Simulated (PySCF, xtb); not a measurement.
K(Cl) cation (ClK), SMILES [Cl][K] (connectivity only; charge and spin as stated), charge +1, multiplicity 2.

Harmonic wavenumbers (cm⁻¹) from GFN2-xTB in xtb at its own minimum, in rising order: 67.

### Question
What does B3LYP-D3(BJ)/def2-TZVPD in PySCF give at its own minimum? (Estimate from the structure and the level; the computed values follow.)

### Answer
79. Paired by order, the mean absolute difference is 12 cm⁻¹ and the zero-point energies are 0.1 and 0.1 kcal/mol.
